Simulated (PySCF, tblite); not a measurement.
Isomers of C4H9OPSi, one GFN2-xTB conformer each. Single-point energies are computed at PBE0/pcSseg-1 (PySCF, gas phase, no added dispersion term), electronic only.

| SMILES | GFN2-xTB relative energy (kJ/mol) |
| --- | --- |
| O=[P@@H]1C=C([SiH3])CC1 | 0.0 |
| C=C[C@@H]1[C@H]([SiH3])[P@H]1=O | 155.6 |

Conformers: `[O:1]=[P@@H:2]1[CH:3]=[C:4]([SiH3:5])[CH2:6][CH2:7]1` with O1–P2–C3–C4 -137°, C3–C4–C6–C7 20°, C4–C6–C7–P2 -26°, O1–P2–C7–C6 148°; `[CH2:1]=[CH:2][C@@H:3]1[C@H:4]([SiH3:5])[P@H:6]1=[O:7]` with C1–C2–C3–C4 -144°.

Q: What does PBE0/pcSseg-1 give for the same structures?

A: 
```json
{"SMILES": "O=[P@@H]1C=C([SiH3])CC1", "PBE0/pcSseg-1 E (Eh)": "-863.32458", "PBE0/pcSseg-1 (kJ/mol)": "0.0", "GFN2-xTB (kJ/mol)": "0.0", "point group": "C1"}
{"SMILES": "C=C[C@@H]1[C@H]([SiH3])[P@H]1=O", "PBE0/pcSseg-1 E (Eh)": "-863.27250", "PBE0/pcSseg-1 (kJ/mol)": "136.7", "GFN2-xTB (kJ/mol)": "155.6", "point group": "C1"}
```

Both levels put the same isomer lowest. As drawn, the higher has a three-membered ring, which the lower lacks.

Q: Which frontier levels, dipoles and rotational constants go with these structures?

A: 
```tsv
SMILES	HOMO (eV, PBE0/pcSseg-1)	LUMO (eV)	dipole (D)	A, B, C (MHz)
O=[P@@H]1C=C([SiH3])CC1	-7.59	-1.13	4.44	4433, 996.9, 860.0
C=C[C@@H]1[C@H]([SiH3])[P@H]1=O	-6.88	-0.36	3.44	1857, 1550, 921.2
```

Q: What happens when harmonic zero-point energies from GFN2-xTB frequencies are added?

A: 
```
                         SMILES  ZPE (kJ/mol)  electronic (kJ/mol)  with ZPE (kJ/mol)
        O=[P@@H]1C=C([SiH3])CC1         299.8                  0.0                0.0
C=C[C@@H]1[C@H]([SiH3])[P@H]1=O         294.4                136.7              131.4
```

The zero-point energies span 5.4 kJ/mol. The order is unchanged.
